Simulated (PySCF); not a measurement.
LDA on Tl⁻ (thallium, charge -1), [Xe] 4f14 5d10 6s2 6p2, high-spin 3P determinant. All numbers are calculated (PySCF 2.14, scalar relativity through the core potential, in aug-cc-pwCVDZ-PP with ECP60MDF).

```
cycle= 1 E= -172.275867209365  delta_E= -0.0178  |g|= 0.0871  |ddm|= 0.839
cycle= 2 E= -172.276026529789  delta_E= -0.000159  |g|= 0.086  |ddm|= 0.338
cycle= 3 E= -172.277883310714  delta_E= -0.00186  |g|= 0.00714  |ddm|= 0.184
cycle= 4 E= -172.277973732857  delta_E= -9.04e-05  |g|= 0.000398  |ddm|= 0.0444
cycle= 5 E= -172.277974047132  delta_E= -3.14e-07  |g|= 3.06e-05  |ddm|= 0.00271
cycle= 6 E= -172.277974049057  delta_E= -1.93e-09  |g|= 1.6e-06  |ddm|= 0.000281
cycle= 7 E= -172.277974049059  delta_E= -1.25e-12  |g|= 3.34e-07  |ddm|= 1.08e-05
converged SCF energy = -172.277974049059  <S^2> = 2.0007167  2S+1 = 3.0004778
```

Highest occupied orbital energy: 1.163 eV; ⟨L²⟩ = 2.00; populations by l: s 4.00, p 8.00, d 10.00, f 0.00.

Problem. Can this result be used?

Solution. With care. Self-consistency was reached. Energies and moments cover only the electrons outside the core potential. Spin-orbit coupling is strong in this species (close to jj coupling), so the high-spin LS determinant is a model state, not a physical level. At LDA the highest occupied level has a positive energy, so only the finite basis holds that electron; in a semilocal or global hybrid functional this comes from self-interaction and does not mean that the real anion is unbound.
